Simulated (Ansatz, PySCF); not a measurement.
Ansatz (a program for electronic structure) was given this input:
Ansatz 0.2 input:
```yaml
crystal:
  periodic: [false, false, false]
  atoms:
    - {symbol: C, position_ang: [3.30582988, 0.11345375, -0.01099853]}
    - {symbol: C, position_ang: [2.06235833, 0.00567215, -0.45593857]}
    - {symbol: F, position_ang: [1.80001929, -0.19539197, -1.75618024]}
    - {symbol: C, position_ang: [0.86581996, 0.09584167, 0.42516355]}
    - {symbol: O, position_ang: [0.93020387, 0.27326059, 1.61614930]}
    - {symbol: O, position_ang: [-0.26943012, -0.04141913, -0.25578851]}
    - {symbol: C, position_ang: [-1.45460514, 0.03021556, 0.50059004]}
    - {symbol: O, position_ang: [-2.50011761, -0.15817084, -0.38637447]}
    - {symbol: C, position_ang: [-3.75990400, -0.10259416, 0.24030458]}
    - {symbol: H, position_ang: [3.47500741, 0.27425457, 1.03750489]}
    - {symbol: H, position_ang: [4.15061681, 0.04408329, -0.67246950]}
    - {symbol: H, position_ang: [-1.51249098, 1.01679501, 1.00023601]}
    - {symbol: H, position_ang: [-1.43661945, -0.74936375, 1.28686937]}
    - {symbol: H, position_ang: [-3.85880804, -0.88440161, 1.00243583]}
    - {symbol: H, position_ang: [-4.49358447, -0.26152142, -0.54577115]}
    - {symbol: H, position_ang: [-3.92653793, 0.87378296, 0.71019970]}
basis:
  gaussian:
    orbitals: STO-3G
hamiltonian:
  xc: revpbe
accuracy: high
```

**Question.** Give the equivalent PySCF input.

**Answer.** Several could match; the one computed here: 
```python
from pyscf import gto, scf, dft

mol = gto.M(
    atom='''
C     3.305830    0.113454   -0.010999
C     2.062358    0.005672   -0.455939
F     1.800019   -0.195392   -1.756180
C     0.865820    0.095842    0.425164
O     0.930204    0.273261    1.616149
O    -0.269430   -0.041419   -0.255789
C    -1.454605    0.030216    0.500590
O    -2.500118   -0.158171   -0.386374
C    -3.759904   -0.102594    0.240305
H     3.475007    0.274255    1.037505
H     4.150617    0.044083   -0.672470
H    -1.512491    1.016795    1.000236
H    -1.436619   -0.749364    1.286869
H    -3.858808   -0.884402    1.002436
H    -4.493584   -0.261521   -0.545771
H    -3.926538    0.873783    0.710200
''',
    basis='sto-3g',
    charge=0,
    spin=0,
    verbose=4,
)

mf = dft.RKS(mol)
mf.xc = 'revpbe'
mf.grids.atom_grid = (99, 590)
mf.grids.prune = None
mf.kernel()
```

Both were run: Ansatz gave -513.132618 Eh and PySCF -513.132618 Eh, 0.000 mEh apart.
